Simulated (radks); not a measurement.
The numbers below are computed, except where a source is named.
The carbon anion C- inside a hard spherical wall (all orbitals vanish at R), configuration held at [He] 2s2 2p3 and not refilled when levels cross. Code: a radial shooting solver on a logarithmic mesh with Libxc functionals. Model: non-relativistic Kohn-Sham, PBE, spin-polarised, spherical densities, point nucleus; open shells are filled with parallel spins first. Eigenvalues in eV for spin up, with the zero of energy where the potential of the charges vanishes at infinity; a dash marks a level that is unbound or too diffuse for the functional's potential to be trusted. A positive occupied level is held by the wall or, in an anion where self-interaction has pushed it up, behind a barrier. The pressure on the wall is -dE/dV.

R (bohr)  E (hartree)  kinetic (hartree)    e(1s)   e(2s)   e(2p)  e(3s, empty)  e(3p, empty)  pressure (GPa)
12          -37.85655             37.729  -263.50  -6.150   1.917         3.570         4.431          0.0111
10          -37.85434             37.735  -263.20  -5.912   2.143         4.533         5.811          0.0407
8           -37.84773             37.757  -262.59  -5.451   2.600         6.390         8.346           0.214
7           -37.83911             37.787  -261.99  -5.031   3.039         8.117        10.553           0.591
5           -37.76804             38.043  -258.81  -2.997   5.322        16.677        20.282            7.86
4           -37.60626             38.595  -254.05  -0.063   8.730        28.922        32.712            41.7
3.5         -37.40228             39.231  -249.52   2.849  12.072        40.796        44.063             108
3           -36.98270             40.416  -242.27   7.926  17.715        60.949        62.491             312
2.5         -36.05810             42.728  -230.44  17.567  27.834        97.790        94.602            1030
1.5         -27.45027             59.788  -174.58  93.178  93.008        351.35        295.31           22600
